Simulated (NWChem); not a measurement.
Program: NWChem. System: iodine monochloride (ClI), charge 0, spin multiplicity 1, at a geometry optimised with PBE0/def2-SVP with def2 effective core potentials on I. Level: CCSD(T)/def2-TZVP with def2 effective core potentials on I, 9 core orbitals frozen.

Job file:

```
start mol
memory heap 100 mb stack 700 mb global 1900 mb
geometry units angstroms nocenter noautoz
  Cl     0.000000     0.000000     1.784313
  I      0.000000     0.000000    -0.572327
  symmetry group C2v
end
basis spherical
  * library def2-tzvp
end
ecp
  I library def2-ecp
end
scf
  rhf
  nopen 0
  maxiter 100
  thresh 1e-7
  semidirect memsize 60000000 filesize 0
end
tce
  freeze core 9
  ccsd(t)
  2eorb
  2emet 13
  thresh 1e-6
  maxiter 100
  tilesize 24
end
task tce energy
```

Part of the output:

```
             Northwest Computational Chemistry Package (NWChem) 7.3.0
             --------------------------------------------------------

                                NWChem Input Module
                                -------------------

 Scaling coordinates for geometry "geometry" by  1.889725989
 (inverse scale =  0.529177249)

 Turning off AUTOSYM since
 SYMMETRY directive was detected!

                             Geometry "geometry" -> ""
                             -------------------------

 Output coordinates in angstroms (scale by  1.889725989 to convert to a.u.)

  No.       Tag          Charge          X              Y              Z
 ---- ---------------- ---------- -------------- -------------- --------------
    1 Cl                  17.0000     0.00000000     0.00000000     1.78431300
    2 I                   53.0000     0.00000000     0.00000000    -0.57232700

 Effective nuclear repulsion energy (a.u.)     202.3171555048

            Nuclear Dipole moment (a.u.)
            ----------------------------
        X                 Y               Z
 ---------------- ---------------- ----------------
     0.0000000000     0.0000000000    -0.0000188973

      Symmetry information
      --------------------

 Group name             C2v
 Group number             16
 Group order               4
 No. of unique centers     2

      Symmetry unique atoms

     1    2


 Summary of "ao basis" -> "" (spherical)
 ------------------------------------------------------------------------------
       Tag                 Description            Shells   Functions and Types
 ---------------- ------------------------------  ------  ---------------------
 *                         def2-tzvp                  on all atoms

 Summary of "ao basis" -> "ao basis" (spherical)
 ------------------------------------------------------------------------------
       Tag                 Description            Shells   Functions and Types
 ---------------- ------------------------------  ------  ---------------------
 Cl                        def2-tzvp                13       37   5s5p2d1f
 I                         def2-tzvp                16       50   6s5p3d2f

                                 NWChem SCF Module
                                 -----------------

  ao basis        = "ao basis"
  functions       =    87
  atoms           =     2
  closed shells   =    21
  open shells     =     0
  charge          =   0.00
  wavefunction    = RHF
  use symmetry    = T
  symmetry adapt  = T

 Summary of "ao basis" -> "ao basis" (spherical)
 ------------------------------------------------------------------------------
       Tag                 Description            Shells   Functions and Types
 ---------------- ------------------------------  ------  ---------------------
 Cl                        def2-tzvp                13       37   5s5p2d1f
 I                         def2-tzvp                16       50   6s5p3d2f

      Symmetry analysis of basis
      --------------------------

        a1         37
        a2          8
        b1         21
        b2         21

 Forming initial guess at       0.1s

      Superposition of Atomic Density Guess
      -------------------------------------

 Sum of atomic energies:        -806.63952018

      Non-variational initial energy
      ------------------------------

 Total energy =    -756.182973
 1-e energy   =   -1343.001575
 2-e energy   =     491.385981
 HOMO         =      -0.313744
 LUMO         =      -0.139504

      Symmetry analysis of molecular orbitals - initial
      -------------------------------------------------

 !! scf_movecs_sym_adapt:   58 vectors were symmetry contaminated

  Symmetry fudging

 !! scf_movecs_sym_adapt:   52 vectors were symmetry contaminated

  Numbering of irreducible representations:

     1 a1          2 a2          3 b1          4 b2

  Orbital symmetries:

     1 a1          2 a1          3 a1          4 b2          5 b1
     6 a1          7 a1          8 b2          9 b1         10 a1
    11 b2         12 b1         13 a1         14 a2         15 a1
    16 a1         17 a1         18 b2         19 b1         20 b2
    21 b1         22 a1         23 a1         24 b2         25 b1
    26 a1         27 a2         28 b2         29 b1         30 a1
    31 a1

 Starting SCF solution at       1.0s

 ----------------------------------------------
         Quadratically convergent ROHF

 Convergence threshold     :          1.000E-07
 Maximum no. of iterations :          100
 Final Fock-matrix accuracy:          1.000E-09
 ----------------------------------------------

              iter       energy          gnorm     gmax       time
             ----- ------------------- --------- --------- --------
                 1     -756.1502854588  4.56D-01  1.42D-01      1.0
                 2     -756.1634028742  1.43D-01  2.73D-02      1.0
                 3     -756.1649167485  1.19D-02  3.81D-03      1.0
                 4     -756.1649345438  3.87D-05  8.70D-06      1.1
                 5     -756.1649345439  4.67D-09  9.04D-10      1.1

       Final RHF  results
       ------------------

         Total SCF energy =   -756.164934543911
      One-electron energy =  -1342.664755704521
      Two-electron energy =    491.067200639499
 Nuclear repulsion energy =     95.432620521111

        Time for solution =      0.2s

       Symmetry analysis of molecular orbitals - final
       -----------------------------------------------

  Numbering of irreducible representations:

     1 a1          2 a2          3 b1          4 b2

  Orbital symmetries:

     1 a1          2 a1          3 a1          4 b2          5 b1
     6 a1          7 a1          8 b1          9 b2         10 a1
    11 b2         12 b1         13 a1         14 a2         15 a1
    16 a1         17 a1         18 b2         19 b1         20 b1
    21 b2         22 a1         23 a1         24 b2         25 b1
    26 a1         27 a2         28 b2         29 b1         30 a1
    31 a1

             Final eigenvalues
             -----------------

              1
    1 -104.8616
    2  -10.5875
    3   -8.0541
    4   -8.0523
    5   -8.0523
    6   -7.7872
    7   -5.6454
    8   -5.6298
    9   -5.6298
   10   -2.3415
   11   -2.3348
   12   -2.3348
   13   -2.3176
   14   -2.3176
   15   -1.1111
   16   -0.8910
   17   -0.5257
   18   -0.5063
   19   -0.5063
   20   -0.3893
   21   -0.3893
   22   -0.0059
   23    0.2428
   24    0.2588
   25    0.2588
   26    0.3323
   27    0.3323
   28    0.3343
   29    0.3343
   30    0.3438
   31    0.4595

                       ROHF Final Molecular Orbital Analysis
                       -------------------------------------

 Vector   19  Occ=2.000000D+00  E=-5.062795D-01  Symmetry=b1
              MO Center=  1.8D-15,  6.0D-31,  1.3D+00, r^2= 2.0D+00
   Bfn.  Coefficient  Atom+Function         Bfn.  Coefficient  Atom+Function
  ----- ------------  ---------------      ----- ------------  ---------------
    15      0.494585  1 Cl px                18      0.299766  1 Cl px
    53      0.231423  2 I  px                12      0.225019  1 Cl px
    47     -0.188101  2 I  px                 6     -0.178652  1 Cl px

 Vector   20  Occ=2.000000D+00  E=-3.893225D-01  Symmetry=b1
              MO Center= -1.8D-16,  7.5D-32, -1.8D-01, r^2= 2.8D+00
   Bfn.  Coefficient  Atom+Function         Bfn.  Coefficient  Atom+Function
  ----- ------------  ---------------      ----- ------------  ---------------
    53      0.543600  2 I  px                47     -0.425694  2 I  px
    50      0.338761  2 I  px                15     -0.254540  1 Cl px
    56      0.238608  2 I  px                18     -0.204134  1 Cl px

 Vector   21  Occ=2.000000D+00  E=-3.893225D-01  Symmetry=b2
              MO Center=  3.5D-31,  1.4D-15, -1.8D-01, r^2= 2.8D+00
   Bfn.  Coefficient  Atom+Function         Bfn.  Coefficient  Atom+Function
  ----- ------------  ---------------      ----- ------------  ---------------
    54      0.543600  2 I  py                48     -0.425694  2 I  py
    51      0.338761  2 I  py                16     -0.254540  1 Cl py
    57      0.238608  2 I  py                19     -0.204134  1 Cl py

 Vector   22  Occ=0.000000D+00  E=-5.903795D-03  Symmetry=a1
              MO Center=  1.1D-15, -1.5D-15, -2.1D-02, r^2= 4.2D+00
   Bfn.  Coefficient  Atom+Function         Bfn.  Coefficient  Atom+Function
  ----- ------------  ---------------      ----- ------------  ---------------
    58      0.571390  2 I  pz                20      0.464766  1 Cl pz
    55      0.425360  2 I  pz                 5     -0.378088  1 Cl s
    49     -0.332053  2 I  pz                17      0.302884  1 Cl pz
    52      0.260308  2 I  pz                43      0.258399  2 I  s
    42      0.192707  2 I  s                 14      0.156194  1 Cl pz

 Vector   23  Occ=0.000000D+00  E= 2.427575D-01  Symmetry=a1
              MO Center=  1.0D-16, -7.2D-17, -8.8D-01, r^2= 6.3D+00
   Bfn.  Coefficient  Atom+Function         Bfn.  Coefficient  Atom+Function
  ----- ------------  ---------------      ----- ------------  ---------------
    58      1.720369  2 I  pz                55     -1.316515  2 I  pz
     5     -0.550507  1 Cl s                 49      0.246578  2 I  pz
    43      0.158169  2 I  s

 Vector   24  Occ=0.000000D+00  E= 2.588320D-01  Symmetry=b2
              MO Center=  9.6D-31,  8.1D-17, -7.7D-01, r^2= 6.3D+00
   Bfn.  Coefficient  Atom+Function         Bfn.  Coefficient  Atom+Function
  ----- ------------  ---------------      ----- ------------  ---------------
    57      1.590866  2 I  py                54     -1.329060  2 I  py
    48      0.211188  2 I  py                70     -0.189626  2 I  d -1

 center of mass
 --------------
 x =   0.00000000 y =   0.00000000 z =  -0.11946588

 moments of inertia (a.u.)
 ------------------
         543.706027890809           0.000000000000           0.000000000000
           0.000000000000         543.706027890809           0.000000000000
           0.000000000000           0.000000000000           0.000000000000

  Mulliken analysis of the total density
  --------------------------------------

    Atom       Charge   Shell Charges
 -----------   ------   -------------------------------------------------------
    1 Cl  17    17.22   2.01  0.45  1.52  1.10  0.89  4.18  1.69  1.04  2.82  1.46  0.01  0.04  0.00
    2 I   25    24.78   0.19 -0.77  1.58  1.01  1.14  0.81 -0.49  6.44  1.28  2.69  0.80  9.24  0.77  0.08  0.02  0.00

       Multipole analysis of the density wrt the origin
       ------------------------------------------------

     L   x y z        total         open         nuclear
     -   - - -        -----         ----         -------
     0   0 0 0     -0.000000      0.000000     42.000000

     1   1 0 0     -0.000000      0.000000      0.000000
     1   0 1 0     -0.000000      0.000000      0.000000
     1   0 0 1     -0.572250      0.000000     30.283135

     2   2 0 0    -29.941306      0.000000      0.000000
     2   1 1 0     -0.000000      0.000000      0.000000
     2   1 0 1     -0.000000      0.000000      0.000000
     2   0 2 0    -29.941306      0.000000      0.000000
     2   0 1 1     -0.000000      0.000000      0.000000
     2   0 0 2    -27.188124      0.000000    222.524066

                   NWChem Extensible Many-Electron Theory Module
                   ---------------------------------------------


            General Information
            -------------------
      Number of processors :     1
         Wavefunction type : Restricted Hartree-Fock
          No. of electrons :    42
           Alpha electrons :    21
            Beta electrons :    21
           No. of orbitals :   174
            Alpha orbitals :    87
             Beta orbitals :    87
        Alpha frozen cores :     9
         Beta frozen cores :     9
     Alpha frozen virtuals :     0
      Beta frozen virtuals :     0
         Spin multiplicity : singlet
    Number of AO functions :    87
       Number of AO shells :    29
        Use of symmetry is : on
      Symmetry adaption is : on
         Schwarz screening : 0.10D-09

          Correlation Information
          -----------------------
          Calculation type : Coupled-cluster singles & doubles w/ perturbation
   Perturbative correction : (T)
            Max iterations :      100
        Residual threshold : 0.10D-05
     T(0) DIIS level shift : 0.00D+00
     L(0) DIIS level shift : 0.00D+00
     T(1) DIIS level shift : 0.00D+00
     L(1) DIIS level shift : 0.00D+00
     T(R) DIIS level shift : 0.00D+00
     T(I) DIIS level shift : 0.00D+00
   CC-T/L Amplitude update :  5-th order DIIS
                I/O scheme : Global Array Library
        L-threshold :  0.10D-05
        EOM-threshold :  0.10D-05
 no EOMCCSD initial starts read in
 TCE RESTART OPTIONS
 SLICE:      F
 D4D5:       F
 quantumc:   F
 qrotation:  F
 pwtce:      F
 qducc:      F
 nacto:                         0
 nrotv:                         0
 nrot:                          0

            Memory Information
            ------------------
          Available GA space size is     249029231 doubles
          Available MA space size is     104834348 doubles

 Maximum block size supplied by input
 Maximum block size        24 doubles

 tile_dim =     16

 -------------------------------------------------

 Global array virtual files algorithm will be used

 Parallel file system coherency ......... OK

 4-electron integrals stored in orbital form

 v2    file size   =          2019529
 4-index algorithm nr.  13 is used
 imaxsize =       30
 imaxsize ichop =        0


CCSD iterations
 ---------------------------------------------------------
 Iter          Residuum       Correlation     Cpu    Wall
 ---------------------------------------------------------
    1   0.2312406448862  -0.6785629204679     0.3     0.3
    2   0.0442902302869  -0.6545948759531     0.3     0.3
    3   0.0124166007184  -0.6679733706141     0.3     0.3
    4   0.0047853113511  -0.6681024965057     0.3     0.3
    5   0.0019174517223  -0.6688377903808     0.3     0.3
    6   0.0007294877007  -0.6690146075747     0.3     0.3
    7   0.0004164620900  -0.6690512461739     0.3     0.3
    8   0.0001848730050  -0.6690548349097     0.3     0.3
    9   0.0001250324656  -0.6690554791344     0.3     0.3
   10   0.0000641963061  -0.6690584006724     0.3     0.3
   11   0.0000091743557  -0.6690611299165     0.3     0.3
   12   0.0000039847182  -0.6690608136202     0.3     0.3
   13   0.0000018756582  -0.6690609926822     0.3     0.3
   14   0.0000010723257  -0.6690609532983     0.3     0.3
   15   0.0000005585430  -0.6690609562742     0.3     0.3
 -----------------------------------------------------------------
 Iterations converged
 CCSD correlation energy / hartree =        -0.669060956274182
 CCSD total energy / hartree       =      -756.833995500185210

 Singles contributions

 Doubles contributions
 CCSD(T)
 Using plain CCSD(T) code
             total no. of tasks          925
 total no. of tasks / no. procs          925
                         wl_min          343           2.6
                         wl_max       448000           8.7
        thresh for no. of tasks          925

 CCSD[T]  correction energy / hartree =        -0.019560764563486
 CCSD[T] correlation energy / hartree =        -0.688621720837668
 CCSD[T] total energy / hartree       =      -756.853556264748704
 CCSD(T)  correction energy / hartree =        -0.019142059724693
 CCSD(T) correlation energy / hartree =        -0.688203015998875
 CCSD(T) total energy / hartree       =      -756.853137559909896

 Task  times  cpu:       16.7s     wall:       16.7s

 Total times  cpu:       16.7s     wall:       16.7s
```
